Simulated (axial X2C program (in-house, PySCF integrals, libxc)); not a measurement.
## ZnB along the bond: PBE0, 2c

All values were computed with an in-house relativistic program for diatomic molecules. Two-component (2c) means X2C with spin–orbit coupling and atomic mean-field two-electron Coulomb and Gaunt terms. Basis: Zn dyall-cv3z [9s10p6d3f2g], B dyall-v3z [7s6p2d1f] (cores contracted in-house); Gaussian nuclei, density fitting, unrestricted open shells. Masses: Zn 63.929 u, B 11.009 u.

State: Ω = 1/2 (⟨Sz⟩ = -0.50, ⟨Lz⟩ = 1.00 at PBE0). Dipoles are positive if B is the positive end.

| R (Å) | μ (D) | HOMO (eV) | LUMO (eV) |
| --- | --- | --- | --- |
| 1.932 | -1.862 | -5.34 | -3.16 |
| 2.021 | -1.876 | -5.25 | -3.06 |
| 2.088 | -1.872 | -5.19 | -3.00 |
| 2.154 | -1.857 | -5.14 | -2.94 |
| 2.221 | -1.832 | -5.10 | -2.89 |
| 2.299 | -1.794 | -5.06 | -2.84 |
| 2.377 | -1.746 | -5.04 | -2.80 |
| 2.476 | -1.673 | -5.01 | -2.75 |
| 2.599 | -1.570 | -5.00 | -2.70 |
| 2.776 | -1.402 | -5.01 | -2.66 |

(1) The minimum lies at 2.207 Å. What is the dipole moment there, and its slope?

The state is a single determinant with fixed occupations, the lowest that a limited PBE0 search found. Density functionals use the spin component along the axis (collinear). The functionals have no current-density term, which raises determinants with orbital currents, atoms included.

## Answers

(1) At PBE0, 2c, with the sign and origin stated: μ = -1.84 D, dμ/dR = 0.41 D/Å.
